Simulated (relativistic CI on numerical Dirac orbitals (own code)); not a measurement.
**Mn³⁺: M2,3 absorption edge**

Computed with this model: Dirac-Coulomb-Breit CI, KLI orbitals optimised for each configuration, model QED (radiative potential, 1s self-energy scaled to tabulated hydrogen-like ionisation energies), multiplet model of core-to-valence dipole absorption, unscaled Slater integrals; configurations [Ar] 3d4 → [Ne] 3s2 3p5 3d5; 80 K; Lorentzian 0.48 eV and Gaussian 0.3 eV FWHM. Energies are those of the free ion, without screening or charge transfer. The branching ratio is the share of the lower-energy edge in the whole absorption, uncertain by about 0.02 where the edges overlap. S is read from ⟨S²⟩ = S(S + 1).

Field parameters in Wybourne normalisation: Oh B⁴₀ = 21Dq, B⁴₄ = √(5/14) B⁴₀. The field is a parameter set, without covalency.

free ion: ground-state S = 2.00, centroid 58.95 eV. Peaks (eV, height): 48.3 (7), 55.4 (100), 56.8 (82), 65.7 (88).

Oh, 10Dq = 4100 cm⁻¹: ground-state S = 2.00, centroid 59.09 eV. Peaks (eV, height): 53.0 (6), 55.8 (100), 57.2 (44), 66.2 (58).

Oh, 10Dq = 9300 cm⁻¹: ground-state S = 2.00, centroid 59.16 eV. Peaks (eV, height): 56.1 (100), 57.8 (21), 66.7 (52).

Oh, 10Dq = 14500 cm⁻¹: ground-state S = 2.00, centroid 59.22 eV. Peaks (eV, height): 53.0 (9), 56.1 (100), 58.5 (15), 67.2 (61).

Oh, 10Dq = 19700 cm⁻¹: ground-state S = 2.00, centroid 59.29 eV. Peaks (eV, height): 53.3 (15), 56.2 (100), 57.1 (78), 59.3 (10), 67.6 (66).

Oh, 10Dq = 24850 cm⁻¹: ground-state S = 1.98, centroid 59.39 eV. Peaks (eV, height): 47.2 (8), 53.6 (26), 56.5 (100), 57.7 (73), 60.2 (8), 68.1 (73).

Strongest unbroadened transitions for Oh, 10Dq = 9300 cm⁻¹:

```
Energy (eV)  Relative strength
      55.85               47.6
      55.87               58.0
      55.94               24.8
      55.96               60.8
      55.97               41.7
      56.00               19.4
      56.06               36.1
      56.21               26.4
      56.25               15.9
      56.29               52.3
      56.34               66.4
      57.84               31.8
      66.39               73.3
      66.59              100.0
      66.91               50.9
      66.92               51.8
      66.93               16.6
      67.02               16.6
```
